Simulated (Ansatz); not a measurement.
Z-matrix (Å, degrees):
```
Si
C 1 1.861
Si 1 2.343 2 109.9
O 1 1.660 2 110.8 3 117.5
Si 1 2.352 2 108.0 3 -120.2
C 2 1.331 1 123.0 3 -112.7
H 2 1.090 1 118.5 3 67.4
H 3 1.488 1 111.2 2 -175.1
H 3 1.488 1 111.1 2 63.2
H 3 1.490 1 108.5 2 -56.1
H 4 0.959 1 117.0 2 72.6
H 5 1.492 1 110.3 2 -69.4
H 5 1.489 1 110.0 2 49.9
H 5 1.488 1 111.6 2 170.3
H 6 1.086 2 121.5 1 0.8
H 6 1.086 2 122.3 1 -179.7
```

Total charge 0; spin multiplicity 1.

Q: List the r2SCAN/def2-TZVPP orbital energies in eV (the Gaussian-basis code of Ansatz). (Best estimate.)

A: Computed: Occupied: -1791.39, -1790.77, -1790.73, -515.99, -273.37, -273.09, -141.77, -141.28, -141.24, -96.66, -96.62, -96.60, -96.14, -96.13, -96.13, -96.09, -96.09, -96.09, -26.51, -20.06, -15.47, -14.35, -13.70, -13.37, -12.06, -11.05, -10.06, -9.17, -9.03, -8.81, -8.76, -8.72, -8.55, -7.66, -7.14, -6.39. Lowest empty: -1.52, -1.21, -0.45, 0.34, 0.82, 0.94, 1.31, 1.37.
